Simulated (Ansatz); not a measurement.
Stepwise reaction of `CNB(F)F` with hydrogen, as a gas-phase model of exchange steps in deposition or etching. ΔE in kJ/mol; ΔG adds harmonic PBE0-D4 terms to CCSD(T)/CBS, at 1 bar.

Computed with Ansatz on PBE0-D4/def2-TZVP structures; ΔE is electronic, products minus reactants. CBS: MP2 limit from def2 TZ/QZ plus the TZ coupled-cluster correction, frozen cores. This one scheme is used for every species. Functionals use def2-TZVPP. B3LYP here is the variant with VWN-RPA as its local correlation; programs differ in this. Each species was taken in one conformer, which may not be the lowest.

```json
{"step": "1", "reaction": "`CNB(F)F` + H₂ → `CNBF` + H–F", "PBE-D4": "114.4", "B3LYP-D4": "120.3", "ωB97M-V": "120.3", "CCSD(T)/CBS": "113.3", "ΔG(400 K)": "116.4"}
```

Question: Give the row of step 2, `CNBF` + H₂ → `BNC` + H–F. (An estimate is asked.)

Answer: Computed: 
| step | reaction | PBE-D4 | B3LYP-D4 | ωB97M-V | CCSD(T)/CBS | ΔG(400 K) |
| --- | --- | --- | --- | --- | --- | --- |
| 2 | `CNBF` + H₂ → `BNC` + H–F | 111.4 | 116.0 | 115.2 | 107.6 | 110.9 |

Question: By hand: ΔE of the 2 steps together at CCSD(T)/CBS.

Answer: (113.3) + (107.6) = 220.9 kJ/mol, or 110.4 kJ/mol a step.

In ΔE each step is lower than the one before. All are uphill at CCSD(T)/CBS. ΔG lies between 110.9 and 116.4 kJ/mol a step. PBE-D4 differs from CCSD(T)/CBS by 1.1 to 3.8 kJ/mol a step. Isolated molecules leave out the surface, adducts and barriers. Largest T1 diagnostic: 0.012.
